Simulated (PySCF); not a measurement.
Isomers of C5H6F4, one GFN2-xTB conformer each. Single-point energies are computed at PBE0/pcSseg-1 (PySCF, gas phase, no added dispersion term), electronic only.

```tsv
SMILES	GFN2-xTB relative energy (kcal/mol)
C[C@@H](F)CC(F)=C(F)F	7.4
CC/C=C(\F)C(F)(F)F	4.4
C=C(CF)CC(F)(F)F	0.0
```

Conformers: `[CH3:1][C@@H:2]([F:3])[CH2:4][C:5]([F:6])=[C:7]([F:8])[F:9]` with C1–C2–C4–C5 176°, C2–C4–C5–F6 -68°; `[CH3:1][CH2:2]/[CH:3]=[C:4](\[F:5])[C:6]([F:7])([F:8])[F:9]` with C1–C2–C3–C4 -120°; `[CH2:1]=[C:2]([CH2:3][F:4])[CH2:5][C:6]([F:7])([F:8])[F:9]` with C1–C2–C3–F4 -129°, C1–C2–C5–C6 -86°.

Question: What does PBE0/pcSseg-1 give for the same structures?

Answer: 
```json
{"SMILES": "C=C(CF)CC(F)(F)F", "PBE0/pcSseg-1 E (Eh)": "-592.84539", "PBE0/pcSseg-1 (kcal/mol)": "0.0", "GFN2-xTB (kcal/mol)": "0.0", "point group": "C1"}
{"SMILES": "CC/C=C(\\F)C(F)(F)F", "PBE0/pcSseg-1 E (Eh)": "-592.84315", "PBE0/pcSseg-1 (kcal/mol)": "1.4", "GFN2-xTB (kcal/mol)": "4.4", "point group": "C1"}
{"SMILES": "C[C@@H](F)CC(F)=C(F)F", "PBE0/pcSseg-1 E (Eh)": "-592.81558", "PBE0/pcSseg-1 (kcal/mol)": "18.7", "GFN2-xTB (kcal/mol)": "7.4", "point group": "C1"}
```

Both levels put the same isomer lowest; measured from each level's own lowest isomer, the values differ by up to 11.3 kcal/mol (C[C@@H](F)CC(F)=C(F)F: 7.4 against 18.7). Neighbours under 2.5 kcal/mol apart (C=C(CF)CC(F)(F)F and CC/C=C(\F)C(F)(F)F) can change places with a better method, another conformer or zero-point energy.

Question: Which frontier levels, dipoles and rotational constants go with these structures?

Answer: 
```tsv
SMILES	HOMO (eV, PBE0/pcSseg-1)	LUMO (eV)	dipole (D)	A, B, C (MHz)
C=C(CF)CC(F)(F)F	-8.19	-0.53	1.94	2534, 1078, 913.0
CC/C=C(\F)C(F)(F)F	-8.07	-0.47	2.96	2962, 900.2, 819.6
C[C@@H](F)CC(F)=C(F)F	-7.29	0.57	2.92	2775, 915.6, 803.3
```
